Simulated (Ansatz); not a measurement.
`OB(Cl)CCl` → `[CH2]` (triplet) + `OB(Cl)Cl` at 400 K and 1 bar (formal loss of a carbene).

Calculated with Ansatz (gas phase, PBE0-D4/def2-TZVP geometries, no zero-point term in ΔE). CCSD(T)/CBS adds triple-zeta CCSD(T) − MP2 to the extrapolated MP2 energy (def2 sets, frozen cores). This one scheme is used for every species. Triplets are unrestricted, without spin–orbit coupling. One conformer a species, not always the lowest.

```json
{"species": "`OB(Cl)CCl`", "CCSD(T)/CBS energy (Eh)": "-1059.49282", "H − E (kJ/mol)": "156.8", "S (J/(mol·K))": "356.9"}
{"species": "`[CH2]` (triplet)", "CCSD(T)/CBS energy (Eh)": "-39.09499", "H − E (kJ/mol)": "59.0", "S (J/(mol·K))": "205.7"}
{"species": "`OB(Cl)Cl`", "CCSD(T)/CBS energy (Eh)": "-1020.26564", "H − E (kJ/mol)": "77.9", "S (J/(mol·K))": "316.2"}
```

H − E and S are ideal-gas, rigid-rotor, harmonic terms from PBE0-D4/def2-TZVP, for one conformer and one mirror image of each species, with the whole ground term of open shells counted as degenerate. 1 Eh = 2625.50 kJ/mol, R = 8.31446 J/(mol·K).

By hand: ΔE, ΔH, ΔS and ΔG.

ΔE = (-39.09499) + (-1020.26564) − (-1059.49282) = 0.13219 Eh = 347.1 kJ/mol. Δ(H − E) = 59.0 + 77.9 − 156.8 = -19.9, so ΔH = 327.2 kJ/mol. ΔS = 205.7 + 316.2 − 356.9 = 165.0 J/(mol·K). ΔG = 327.2 − 400 × (165.0)/1000 = 261.2 kJ/mol.

By hand: the equilibrium constant, and the temperature at which ΔG would vanish if ΔH and ΔS stayed fixed.

log₁₀ K = −ΔG/(RT ln 10) = -34.1. ΔG = 0 at ΔH/ΔS = 1983 K.

The number of gas molecules changes by +1, which sets the sign of ΔS. A doubt of 5 kJ/mol in ΔE shifts log₁₀ K by 0.7 here. Other conformers and mirror images would add mixing entropy, several J/(mol·K) or more a flexible species. A triplet takes part, so the spin changes. These are equilibria of isolated gas molecules and say nothing of rates. Largest T1 diagnostic: 0.011 (customary marks: 0.02 for closed shells, 0.045 for open ones).
